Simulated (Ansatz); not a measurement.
AlH3 (SMILES [AlH3]) moved off its minimum; all values from Ansatz (a first-principles code), cores frozen in correlated methods.
(charge 0, multiplicity 1)
```xyz
4

Al    -0.1706     0.0120     0.0255
H      0.7314    -0.4532     1.2773
H     -0.3982     1.4933    -0.2739
H     -0.3819    -1.0305    -1.1451
```

### Question
Give the forces (eV/Å), the total energy and the dipole at CCSD(T)/aug-cc-pV(T+d)Z.

### Answer

```tsv
atom	Fx	Fy	Fz
Al1	1.055	-0.801	-0.002
H2	-0.429	0.112	-0.106
H3	-0.361	0.773	0.027
H4	-0.265	-0.083	0.080
```
Energy -243.7631 hartree, dipole 0.82 D.
